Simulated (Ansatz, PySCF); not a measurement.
H₂MgO₂, SMILES [OH][Mg][OH].

Geometry optimised at PBE-D3(BJ)/def2-TZVP. The values are those of a single conformer.

Vertical ionisation energy (IE) and electron affinity (EA) in eV. Rows of orbital energies are one-electron estimates. Where ΔSCF, EOM or ADC give a negative EA the extra electron is unbound and the value depends on the basis.

```tsv
level	IE	EA
−ε(HOMO), −ε(LUMO), HF/def2-TZVPD (PySCF)	12.12	-0.64
−ε(HOMO), −ε(LUMO), PBE/def2-TZVPD (PySCF)	6.35	1.98
ΔSCF, PBE0/def2-TZVPD (Ansatz), final states of multiplicity 2 and 2	10.15	-0.01
ΔSCF, PBE/def2-TZVPD (Ansatz), final states of multiplicity 2 and 2	(withheld)	(withheld)
```

### Question
Fill in the missing entries. (An estimate is asked for; the answer gives what the named calculation found.)

### Answer

- ΔSCF, PBE/def2-TZVPD (Ansatz, a first-principles code), final states of multiplicity 2 and 2, IE: 9.74
- ΔSCF, PBE/def2-TZVPD (Ansatz), final states of multiplicity 2 and 2, EA: 0.10

### Question
What vertical singlet–triplet gap does ΔSCF give with PBE0/def2-TZVPD (Ansatz) and with PBE/def2-TZVPD (Ansatz)? (The exact figures need the calculation; the answer reports its results.)

### Answer
4.97 and 4.44 eV (triplet above singlet where positive).
